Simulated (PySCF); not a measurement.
An equivalent PySCF input for As(2+) (arsenic, charge +2), [Ar] 3d10 4s2 4p1, 2P determinant, with scalar relativity by spin-free X2C-1e:

```python
from pyscf import gto, scf, dft, mp, cc
import basis_set_exchange as bse
mol = gto.M(atom="As 0 0 0", charge=2, spin=1, symmetry="D2h",
            basis=gto.basis.parse(bse.get_basis("cc-pVTZ-DK", elements=["As"], fmt="nwchem", header=False)),
            nucmod="G")
mf = dft.UKS(mol, xc="M06L").sfx2c1e()
mf.irrep_nelec = {'Ag': (6, 6), 'B1g': (1, 1), 'B2g': (1, 1), 'B3g': (1, 1), 'B1u': (2, 2), 'B2u': (3, 2), 'B3u': (2, 2)}
mf.kernel()
```

It reaches the same state as the run whose output follows, with an energy that differs only through the grid. The run itself started from symmetry-adapted Hartree-Fock orbitals and held the occupation by maximum overlap, on a logarithmic radial grid, so the iterations belong to that start.

```
SCF conv_tol = 1e-09
number electrons alpha = 16  beta = 15
XC functionals = M06L
    Y. Zhao and D. G. Truhlar.,  J. Chem. Phys. 125, 194101 (2006)
    Y. Zhao and D. G. Truhlar.,  J. Chem. Phys. 125, 194101 (2006)
    Y. Zhao and D. G. Truhlar.,  Theor. Chem. Acc. 120, 215 (2008)
cycle= 1 E= -2259.59872881719  delta_E= -0.00688  |g|= 0.0695  |ddm|= 0.249
cycle= 2 E= -2259.59905032475  delta_E= -0.000322  |g|= 0.0531  |ddm|= 0.105
cycle= 3 E= -2259.59953407887  delta_E= -0.000484  |g|= 0.000797  |ddm|= 0.0489
cycle= 4 E= -2259.5995342512  delta_E= -1.72e-07  |g|= 6.81e-05  |ddm|= 0.00172
cycle= 5 E= -2259.59953425272  delta_E= -1.53e-09  |g|= 1.76e-06  |ddm|= 9.53e-05
cycle= 6 E= -2259.59953425272  delta_E= -4.55e-13  |g|= 1.55e-07  |ddm|= 6.44e-06
converged SCF energy = -2259.59953425272  <S^2> = 0.7521151  2S+1 = 2.002114
```
